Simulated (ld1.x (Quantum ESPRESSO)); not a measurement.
Ta (Z = 73), TM semilocal: configuration errors across variants

```json
{
 "Element": "Ta (Z = 73)",
 "Generator": "ld1.x (Quantum ESPRESSO) 7.5",
 "Type": "norm-conserving Troullier–Martins (semilocal form)",
 "Functional": "PBE",
 "Relativity": "scalar-relativistic",
 "Frozen core": "[Xe] 4f14",
 "Valence charge": "5",
 "Reference configuration": "5d3 6s1 6p0 (charge +1)",
 "Partial waves": "6s (bound): rc 2.15 bohr; 6p (bound, empty): rc 3.05 bohr; 5d (bound): rc 2.50 bohr; 5f channel at 0.45 Ry: rc 2.85 bohr",
 "Local potential": "the f channel",
 "Core correction": "Bessel-smoothed model core inside 1.65 bohr"
}
```

All-electron excitation energies from the reference (eV): (1) 5d3 6s2 6p0 -8.467; (2) 5d3 6s0 6p0 14.972; (3) 5d2 6s0 6p0 38.576; (4) 5d4 6s1 6p0 -6.374; (5) 5d2 6s2 6p1 -5.482; (6) 5d3 6s1 6p1 -4.289; (7) 5d4 6s0 6p0 1.434.

A semilocal file is local in each channel, so a ghost entry of none says nothing of the separable form that plane-wave codes build from it.

Tests that are not counted but printed errors over 1 eV. “all radii but the core radius scaled by about 0.77 (s 1.64, p 2.34, d 1.92, f 2.18 bohr)”: 5d2 6s2 6p1 (solver errors, printed error -29.0 eV).

A true bound ghost makes a file unfit for plane-wave use even where its test errors are small: the radial tests pick states by their node count and pass the ghost by. Where a test does run into it, the solver fails or the error is huge.

Errors AE − PS in meV (a dash: test not solved or not reliable):

| change | (1) | (2) | (3) | (4) | (5) | (6) | (7) | bound ghosts |
| --- | --- | --- | --- | --- | --- | --- | --- | --- |
| base | +0.2 | -15 | -186 | -20 | -93 | -2.3 | -50 | none |
| all radii but the core radius scaled by about 0.77 (s 1.64, p 2.34, d 1.92, f 2.18 bohr) | +29 | -49 | -256 | +23 | – | +2.9 | -69 | s |
| all radii but the core radius scaled by about 0.93 (s 2.00, p 2.82, d 2.32, f 2.64 bohr) | +2.9 | -15 | -200 | -14 | -72 | -1.6 | -44 | none |
| all radii but the core radius scaled by about 1.09 (s 2.34, p 3.34, d 2.74, f 3.12 bohr) | -2.4 | -18 | -174 | -25 | -104 | -2.3 | -56 | none |
| all radii but the core radius scaled by about 1.20 (s 2.58, p 3.66, d 3.00, f 3.42 bohr) | -3.7 | -22 | -168 | -28 | -90 | -1.9 | -51 | none |
| all radii but the core radius scaled by about 1.28 (s 2.76, p 3.92, d 3.20, f 3.66 bohr) | -4.2 | -25 | -166 | -28 | -73 | -1.7 | -43 | none |
| all radii but the core radius scaled by about 1.35 (s 2.90, p 4.12, d 3.38, f 3.86 bohr) | -4.9 | -30 | -164 | -29 | -50 | -1.8 | -31 | none |

Question: Give the same row for: all radii but the core radius scaled by about 0.83 (s 1.80, p 2.54, d 2.08, f 2.38 bohr).

Answer: +11, -26, -226, +1.3, -58, +0.4, -49; bound ghosts: s.
